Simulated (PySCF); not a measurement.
Radial density of Ba³⁴⁺ (barium, charge +34)

UHF, [Ar] 3d4, high-spin 5D determinant. All numbers are calculated (PySCF 2.14, no relativity, point nucleus, in an even-tempered Gaussian basis (16 s from 5.6 bohr⁻², ratio 2.5; 11 p from 7.3 bohr⁻², ratio 2.5; 8 d from 7.3 bohr⁻², ratio 2.5; 4 f from 27 bohr⁻², ratio 2.7; 3 g from 41 bohr⁻², ratio 2.7)).

```json
{"r (bohr)": "0.000561", "4πr²ρ (e/bohr)": "0.4615", "4πr²(ρα − ρβ)": "0.0000"}
{"r (bohr)": "0.000944", "4πr²ρ (e/bohr)": "1.251", "4πr²(ρα − ρβ)": "0.0000"}
{"r (bohr)": "0.00159", "4πr²ρ (e/bohr)": "3.293", "4πr²(ρα − ρβ)": "-0.0001"}
{"r (bohr)": "0.00267", "4πr²ρ (e/bohr)": "8.254", "4πr²(ρα − ρβ)": "-0.0003"}
{"r (bohr)": "0.00449", "4πr²ρ (e/bohr)": "19.05", "4πr²(ρα − ρβ)": "-0.0006"}
{"r (bohr)": "0.00755", "4πr²ρ (e/bohr)": "38.33", "4πr²(ρα − ρβ)": "-0.0011"}
{"r (bohr)": "0.0127", "4πr²ρ (e/bohr)": "61.54", "4πr²(ρα − ρβ)": "-0.0015"}
{"r (bohr)": "0.0214", "4πr²ρ (e/bohr)": "70.56", "4πr²(ρα − ρβ)": "0.0052"}
{"r (bohr)": "0.0360", "4πr²ρ (e/bohr)": "62.67", "4πr²(ρα − ρβ)": "0.1039"}
{"r (bohr)": "0.0605", "4πr²ρ (e/bohr)": "80.12", "4πr²(ρα − ρβ)": "1.0685"}
{"r (bohr)": "0.102", "4πr²ρ (e/bohr)": "80.10", "4πr²(ρα − ρβ)": "6.3559"}
{"r (bohr)": "0.171", "4πr²ρ (e/bohr)": "47.92", "4πr²(ρα − ρβ)": "16.8383"}
{"r (bohr)": "0.288", "4πr²ρ (e/bohr)": "47.15", "4πr²(ρα − ρβ)": "12.2871"}
{"r (bohr)": "0.484", "4πr²ρ (e/bohr)": "5.191", "4πr²(ρα − ρβ)": "1.0897"}
{"r (bohr)": "0.814", "4πr²ρ (e/bohr)": "0.02724", "4πr²(ρα − ρβ)": "0.0055"}
```

A non-relativistic calculation at this Z misses sizeable relativistic shifts. Spin-orbit coupling is strong in this species (close to jj coupling), so the high-spin LS determinant is a model state, not a physical level.
